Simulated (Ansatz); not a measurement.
Relaxation of CH₇BO₂Si₂ (13 atoms, charge 0, multiplicity 1), to a largest force component of 0.02 eV/Å in at most 50 steps.

These are results of RKS PBE0-D4/def2-SVP (Ansatz), not measurements.

```xyz
13
Properties=species:S:1:pos:R:3
O -1.591 -1.169 0.053
C -0.436 -1.035 -0.109
Si 0.547 -2.558 -0.322
B 0.340 0.380 -0.091
Si -0.760 1.996 0.129
O 0.293 3.373 0.118
H 1.688 -2.309 -1.269
H -0.233 -3.637 -0.805
H 1.163 -2.916 1.033
H 1.440 0.447 -0.192
H -1.749 2.122 -0.924
H -1.452 1.963 1.451
H 0.768 3.309 0.941
```

Task: Where does it end, and by what steps?

Result: The forces met the threshold. After 38 steps the energy has fallen by 1.067 eV; H10 moved furthest, 2.25 Å. Joined: O1–B4.

```tsv
step	energy less start (eV)	largest force component (eV/Å)	accepted
0	0.0000	4.917	yes
2	-0.5793	1.375	yes
4	-0.7042	0.134	yes
6	-0.7578	0.188	yes
8	-0.8277	0.835	yes
10	-0.8813	0.750	yes
12	-0.9237	0.640	yes
14	-0.9681	0.235	yes
16	-0.9911	0.215	yes
18	-1.0304	0.459	yes
20	-1.0504	0.195	yes
22	-1.0536	0.061	yes
24	-1.0558	0.086	yes
26	-1.0584	0.089	yes
28	-1.0623	0.111	yes
30	-1.0643	0.030	yes
32	-1.0652	0.098	yes
34	-1.0663	0.025	yes
36	-1.0667	0.033	yes
38	-1.0670	0.013	yes
```

```xyz
13
Properties=species:S:1:pos:R:3
O -1.068 -1.001 1.035
C -0.042 -1.073 0.331
Si 0.535 -2.557 -0.723
B 0.057 0.337 0.911
Si -0.684 1.930 -0.077
O 0.495 3.121 -0.209
H 0.644 -2.054 -2.120
H -0.439 -3.678 -0.614
H 1.877 -2.941 -0.200
H 0.702 0.460 1.929
H -1.085 1.619 -1.484
H -1.908 2.456 0.620
H 0.935 3.346 0.615
```

Whether the end is a true minimum wasn't checked by a vibrational analysis.

Time of the run: 2.3 min on 2 threads of Intel(R) Xeon(R) CPU @ 2.60GHz (Ice Lake) (shared host), peak memory 0.33 GiB.
